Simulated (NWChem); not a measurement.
# CH₂FNOSi; SMILES O=C=N[SiH2]F

```xyz
7

Si    -0.4432    -1.1903    -0.0013
F      1.0156    -1.9221    -0.0021
N     -0.2121     0.5118    -0.0042
C      0.0199     1.7000    -0.0005
O      0.2336     2.8602     0.0022
H     -1.1632    -1.5794     1.2482
H     -1.1666    -1.5829    -1.2479
```
Atoms are numbered in this order, from 1.

All runs: NWChem. The geometry was optimised at PBE-D3(BJ)/def2-SVP. Level: M06-2X/def2-SVP with SMD (1 M gas to 1 M solution), gas-phase geometry. Reactions with the solvent are ignored.

Problem. What does the run give for solvent water? Quantities: solvation free energy (kcal/mol); cavity-dispersion-structure term (kcal/mol); dipole in solution (D).

Solution. 
```
Item                                         Result
-------------------------------------------  ------
solvation free energy (kcal/mol)                2.4
cavity-dispersion-structure term (kcal/mol)     6.3
dipole in solution (D)                         2.56
```
